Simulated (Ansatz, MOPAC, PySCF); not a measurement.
Species: SnBr, net charge 1, singlet state. SMILES: [Br][Sn+]
Coordinates optimised at B3LYP-D3(BJ)/def2-TZVP (Ansatz, an electronic-structure program):
```xyz
2

Sn     0.0000     0.0000    -0.9977
Br     0.0000     0.0000     1.4252
```
Charge +1, spin multiplicity 1.

Unscaled harmonic wavenumbers (cm⁻¹) in rising order, each level at the stationary point that it reaches from this structure (no distance between atoms moves by over 0.3 Å); the order of modes can differ between levels, and a negative number is imaginary. B3LYP-D3(BJ)/def2-TZVP (PySCF, at the structure above): 291.

PM3 (MOPAC): 139. Zero-point energy 0.2 against 0.4 kcal/mol.

HF/LANL2DZ (Ansatz): 269. Zero-point energy 0.4 against 0.4 kcal/mol.
